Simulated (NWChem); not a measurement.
System: C2H3FO2Si; SMILES O1[Si@H](F)CC1=O

Here is an NWChem input.

```
start job
memory heap 200 mb stack 900 mb global 1100 mb
geometry units angstroms noautoz
  O      0.239480     2.424158    -0.334531
  C      0.054514     1.277385    -0.095559
  C     -1.235869     0.441228    -0.040830
  Si    -0.058554    -0.924386     0.425353
  F      0.178176    -2.077605    -0.675749
  O      1.037276     0.371129     0.232256
  H     -1.732355     0.376139    -1.020295
  H     -1.953501     0.829552     0.696125
  H     -0.002947    -1.562971     1.753784
end
basis spherical
  * library def2-svp
end
dft
  xc m06-2x
  grid fine
  iterations 150
  mulliken
end
task dft gradient
```

Parts of the log:

```
             Northwest Computational Chemistry Package (NWChem) 7.3.0
             --------------------------------------------------------

 C1  symmetry detected

                             Geometry "geometry" -> ""
                             -------------------------

 Output coordinates in angstroms (scale by  1.889725989 to convert to a.u.)

  No.       Tag          Charge          X              Y              Z
 ---- ---------------- ---------- -------------- -------------- --------------
    1 O                    8.0000     0.20042172     2.41425535    -0.33219556
    2 C                    6.0000     0.03447689     1.26538799    -0.08934897
    3 C                    6.0000    -1.24490844     0.41555117     0.00116408
    4 Si                  14.0000    -0.04041371    -0.93788902     0.43208274
    5 F                    9.0000     0.17703019    -2.08762028    -0.67661783
    6 O                    8.0000     1.03570849     0.36933167     0.20931826
    7 H                    1.0000    -1.76838318     0.34601337    -0.96383608
    8 H                    1.0000    -1.94531856     0.79563352     0.75869756
    9 H                    1.0000     0.05976955    -1.57694921     1.75766837

 Effective nuclear repulsion energy (a.u.)     300.4411532429

                                 NWChem DFT Module
                                 -----------------

 Summary of "ao basis" -> "ao basis" (spherical)
 ------------------------------------------------------------------------------
       Tag                 Description            Shells   Functions and Types
 ---------------- ------------------------------  ------  ---------------------
 O                          def2-svp                 6       14   3s2p1d
 C                          def2-svp                 6       14   3s2p1d
 Si                         def2-svp                 8       18   4s3p1d
 F                          def2-svp                 6       14   3s2p1d
 H                          def2-svp                 3        5   2s1p

            General Information
            -------------------
          SCF calculation type: DFT
          Wavefunction type:  closed shell.
          No. of atoms     :     9
          No. of electrons :    54
           Alpha electrons :    27
            Beta electrons :    27
          Charge           :     0
          Spin multiplicity:     1
          Use of symmetry is: off; symmetry adaption is: off
          Maximum number of iterations: 150
          AO basis - number of functions:   103
                     number of shells:    47
          Convergence on energy requested:  1.00D-06
          Convergence on density requested:  1.00D-05
          Convergence on gradient requested:  5.00D-04

              XC Information
              --------------
                       M06-2X Method XC Functional
                     Hartree-Fock (Exact) Exchange  0.540
                        M06-2X Exchange Functional  1.000
                      M06-2X Correlation Potential  1.000

             Grid Information
             ----------------
          Grid used for XC integration:  fine
          Radial quadrature: Mura-Knowles
          Angular quadrature: Lebedev.
          Tag              B.-S. Rad. Rad. Pts. Rad. Cut. Ang. Pts.
          ---              ---------- --------- --------- ---------
          O                   0.60       70          12.0       590
          C                   0.70       70          10.0       590
          Si                  1.10      123           9.0       770
          F                   0.50       70          10.0       590
          H                   0.35       60          11.0       590
          Grid pruning is: on
          Number of quadrature shells:   653
          Spatial weights used:  Erf1

      Superposition of Atomic Density Guess
      -------------------------------------

 Sum of atomic energies:        -614.16082153

      Non-variational initial energy
      ------------------------------

 Total energy =    -616.751694
 1-e energy   =   -1445.814902
 2-e energy   =     528.622055
 HOMO         =      -0.356758
 LUMO         =       0.031179

     ---------------------------------------------
      Total Density - Mulliken Population Analysis
     ---------------------------------------------

    Atom       Charge   Shell Charges
 -----------   ------   -------------------------------------------------------
    1 O    8     8.69   1.99  1.13  0.66  3.08  1.82  0.01
    2 C    6     5.08   1.99  0.89  0.20  1.43  0.45  0.12
    3 C    6     6.52   1.99  0.98  0.28  2.09  1.17  0.02
    4 Si  14    12.65   2.00  1.99  0.88  0.20  5.93  0.87  0.49  0.29
    5 F    9     9.56   1.99  1.14  0.78  3.51  2.13  0.00
    6 O    8     8.74   1.99  1.11  0.71  3.00  1.92  0.01
    7 H    1     0.84   0.64  0.18  0.03
    8 H    1     0.84   0.64  0.18  0.03
    9 H    1     1.08   0.69  0.38  0.01

   convergence    iter        energy       DeltaE   RMS-Dens  Diis-err
 ---------------- ----- ----------------- --------- --------- ---------
 d= 0,ls=0.0,diis     1   -617.2351568563 -9.18D+02  1.72D-02  1.45D+00
 d= 0,ls=0.0,diis     2   -617.1422836764  9.29D-02  9.37D-03  2.96D+00
 d= 0,ls=0.0,diis     3   -617.4073878430 -2.65D-01  1.62D-03  3.70D-02
 d= 0,ls=0.0,diis     4   -617.4098607569 -2.47D-03  7.21D-04  1.60D-02
 d= 0,ls=0.0,diis     5   -617.4109703585 -1.11D-03  2.37D-04  4.94D-04
  Resetting Diis
 d= 0,ls=0.0,diis     6   -617.4110254292 -5.51D-05  8.67D-05  8.03D-05
 d= 0,ls=0.0,diis     7   -617.4110350270 -9.60D-06  4.35D-05  8.81D-06
 d= 0,ls=0.0,diis     8   -617.4110352175 -1.91D-07  1.69D-05  1.04D-05
 d= 0,ls=0.0,diis     9   -617.4110361785 -9.61D-07  6.82D-06  3.49D-07

         Total DFT energy =     -617.411036178466
      One electron energy =    -1448.344241208103
           Coulomb energy =      590.959680262184
    Exchange-Corr. energy =      -60.467628475401
 Nuclear repulsion energy =      300.441153242855

 Numeric. integr. density =       53.999999775407

                       DFT Final Molecular Orbital Analysis
                       ------------------------------------

 Vector   25  Occ=2.000000D+00  E=-4.135100D-01
              MO Center=  5.3D-02,  5.6D-01,  3.0D-02, r^2= 2.8D+00
   Bfn.  Coefficient  Atom+Function         Bfn.  Coefficient  Atom+Function
  ----- ------------  ---------------      ----- ------------  ---------------
    78      0.333987  6 O  px                 6      0.258447  1 O  pz
    81      0.244783  6 O  px                80     -0.243451  6 O  pz
    32      0.229333  3 C  px                31      0.203364  3 C  s
    33     -0.189490  3 C  py                83     -0.189010  6 O  pz
     9      0.179526  1 O  pz                50     -0.155850  4 Si px

 Vector   26  Occ=2.000000D+00  E=-4.043198D-01
              MO Center=  2.2D-01,  6.7D-01,  1.9D-01, r^2= 3.3D+00
   Bfn.  Coefficient  Atom+Function         Bfn.  Coefficient  Atom+Function
  ----- ------------  ---------------      ----- ------------  ---------------
    80      0.352022  6 O  pz                 6     -0.300772  1 O  pz
    83      0.275669  6 O  pz                 9     -0.217070  1 O  pz
    31      0.187686  3 C  s                 78      0.168745  6 O  px
    99     -0.166629  9 H  s                100     -0.165775  9 H  s
    32      0.160701  3 C  px                33     -0.139611  3 C  py

 Vector   27  Occ=2.000000D+00  E=-3.575089D-01
              MO Center= -6.7D-02,  1.5D+00, -1.5D-01, r^2= 2.6D+00
   Bfn.  Coefficient  Atom+Function         Bfn.  Coefficient  Atom+Function
  ----- ------------  ---------------      ----- ------------  ---------------
     4      0.520615  1 O  px                 7      0.362423  1 O  px
    33      0.260091  3 C  py                36      0.185331  3 C  py
    79     -0.150363  6 O  py                77     -0.146551  6 O  s
    31      0.142402  3 C  s                 78      0.135086  6 O  px
    82     -0.128180  6 O  py                81      0.126954  6 O  px

 Vector   28  Occ=0.000000D+00  E= 3.734715D-02
              MO Center= -2.5D-01,  1.1D+00, -8.8D-02, r^2= 2.9D+00
   Bfn.  Coefficient  Atom+Function         Bfn.  Coefficient  Atom+Function
  ----- ------------  ---------------      ----- ------------  ---------------
    90      0.566819  7 H  s                 95     -0.515382  8 H  s
    20      0.472404  2 C  pz                23      0.462026  2 C  pz
     9     -0.381035  1 O  pz                37      0.341417  3 C  pz
     6     -0.329267  1 O  pz                83     -0.252349  6 O  pz
    31     -0.238348  3 C  s                 80     -0.229736  6 O  pz

 Vector   29  Occ=0.000000D+00  E= 4.640424D-02
              MO Center= -5.3D-01, -1.1D+00,  5.2D-01, r^2= 3.4D+00
   Bfn.  Coefficient  Atom+Function         Bfn.  Coefficient  Atom+Function
  ----- ------------  ---------------      ----- ------------  ---------------
    31      0.999884  3 C  s                 53      0.993067  4 Si px
    46     -0.715959  4 Si s                 17     -0.391391  2 C  s
   100      0.367098  9 H  s                 54      0.312875  4 Si py
    77     -0.299107  6 O  s                 36     -0.232214  3 C  py
    50      0.224392  4 Si px                95     -0.223590  8 H  s

 Vector   30  Occ=0.000000D+00  E= 6.694802D-02
              MO Center=  1.0D-02, -8.9D-01,  5.6D-01, r^2= 3.8D+00
   Bfn.  Coefficient  Atom+Function         Bfn.  Coefficient  Atom+Function
  ----- ------------  ---------------      ----- ------------  ---------------
    54      1.084805  4 Si py                31     -0.847386  3 C  s
    63      0.509589  5 F  s                 55      0.501272  4 Si pz
    53     -0.480644  4 Si px                90      0.363307  7 H  s
    23     -0.226574  2 C  pz                17     -0.215090  2 C  s
    36      0.213906  3 C  py                46      0.190239  4 Si s

     ---------------------------------------------
      Total Density - Mulliken Population Analysis
     ---------------------------------------------

    Atom       Charge   Shell Charges
 -----------   ------   -------------------------------------------------------
    1 O    8     8.19   1.99  1.10  0.65  2.83  1.60  0.02
    2 C    6     5.72   1.99  0.93  0.16  1.94  0.57  0.14
    3 C    6     6.39   1.99  0.88  0.31  2.14  1.06  0.02
    4 Si  14    13.09   2.00  1.98  0.95  0.10  5.93  1.18  0.50  0.44
    5 F    9     9.34   1.99  1.12  0.81  3.34  2.08  0.01
    6 O    8     8.44   1.99  1.08  0.73  2.85  1.77  0.01
    7 H    1     0.87   0.71  0.14  0.02
    8 H    1     0.88   0.72  0.14  0.02
    9 H    1     1.09   0.74  0.34  0.01

     -------------------------------------------
      Total Density - Lowdin Population Analysis
     -------------------------------------------

    Atom       Charge   Shell Charges
 -----------   ------   -------------------------------------------------------
    1 O    8     8.13   1.98  0.92  0.64  2.69  1.87  0.03
    2 C    6     5.90   1.96  0.60  0.28  1.76  0.99  0.31
    3 C    6     6.26   1.97  0.60  0.34  1.94  1.36  0.05
    4 Si  14    13.32   2.00  1.93  0.60  0.30  5.82  1.20  0.80  0.68
    5 F    9     9.20   1.98  1.01  0.77  3.21  2.23  0.01
    6 O    8     8.23   1.97  0.93  0.62  2.71  1.98  0.02
    7 H    1     0.93   0.61  0.25  0.07
    8 H    1     0.94   0.61  0.25  0.07
    9 H    1     1.09   0.65  0.42  0.02

     Multipole analysis of the density
     ---------------------------------

     L   x y z        total         alpha         beta         nuclear
     -   - - -        -----         -----         ----         -------
     0   0 0 0     -0.000000    -27.000000    -27.000000     54.000000

     1   1 0 0     -1.020706     -0.510353     -0.510353      0.000000
     1   0 1 0     -0.921651     -0.460826     -0.460826     -0.000000
     1   0 0 1      0.601072      0.300536      0.300536      0.000000

     2   2 0 0    -29.227068    -60.017368    -60.017368     90.807668
     2   1 1 0     -1.317939      1.055964      1.055964     -3.429866
     2   1 0 1      0.008469     -0.327166     -0.327166      0.662801
     2   0 2 0    -36.615528   -220.325496   -220.325496    404.035464
     2   0 1 1     -0.744730      3.083351      3.083351     -6.911432
     2   0 0 2    -28.521230    -36.774915    -36.774915     45.028599

            General Information
            -------------------
          SCF calculation type: DFT
          Wavefunction type:  closed shell.
          No. of atoms     :     9
          No. of electrons :    54
           Alpha electrons :    27
            Beta electrons :    27
          Charge           :     0
          Spin multiplicity:     1
          Use of symmetry is: off; symmetry adaption is: off
          Maximum number of iterations: 150
          AO basis - number of functions:   103
                     number of shells:    47
          Convergence on energy requested:  1.00D-06
          Convergence on density requested:  1.00D-05
          Convergence on gradient requested:  5.00D-04

              XC Information
              --------------
                       M06-2X Method XC Functional
                     Hartree-Fock (Exact) Exchange  0.540
                        M06-2X Exchange Functional  1.000
                      M06-2X Correlation Potential  1.000

             Grid Information
             ----------------
          Grid used for XC integration:  fine
          Radial quadrature: Mura-Knowles
          Angular quadrature: Lebedev.
          Tag              B.-S. Rad. Rad. Pts. Rad. Cut. Ang. Pts.
          ---              ---------- --------- --------- ---------
          O                   0.60       70          12.0       590
          C                   0.70       70          10.0       590
          Si                  1.10      123           9.0       770
          F                   0.50       70          10.0       590
          H                   0.35       60          11.0       590
          Grid pruning is: on
          Number of quadrature shells:   653
          Spatial weights used:  Erf1

          Convergence Information
          -----------------------
          Convergence aids based upon iterative change in
          total energy or number of iterations.
          Levelshifting, if invoked, occurs when the
          HOMO/LUMO gap drops below (HL_TOL):  1.00D-02
          DIIS, if invoked, will attempt to extrapolate
          using up to (NFOCK): 10 stored Fock matrices.

                    Damping( 0%)  Levelshifting(0.5)       DIIS
                  --------------- ------------------- ---------------
          dE  on:    start            ASAP                start
          dE off:    2 iters        150 iters           150 iters

                            NWChem DFT Gradient Module
                            --------------------------

  charge          =   0.00
  wavefunction    = closed shell

                         DFT ENERGY GRADIENTS

    atom               coordinates                        gradient
                 x          y          z           x          y          z
   1 O       0.378742   4.562281  -0.627759    0.000733   0.005113  -0.001054
   2 C       0.065152   2.391237  -0.168845   -0.002298  -0.005677   0.001004
   3 C      -2.352536   0.785278   0.002200    0.004266   0.001157   0.000152
   4 Si     -0.076371  -1.772353   0.816518   -0.004473   0.000564  -0.000675
   5 F       0.334539  -3.945030  -1.278622    0.000765  -0.002619  -0.002007
   6 O       1.957205   0.697936   0.395554    0.002618   0.002893  -0.000182
   7 H      -3.341760   0.653870  -1.821386   -0.001066  -0.000209  -0.000781
   8 H      -3.676119   1.503529   1.433730   -0.001210   0.000187   0.000679
   9 H       0.112948  -2.980002   3.321512    0.000664  -0.001410   0.002864
```

Level: M06-2X/def2-SVP. The geometry was optimised at PBE0/def2-SVP.
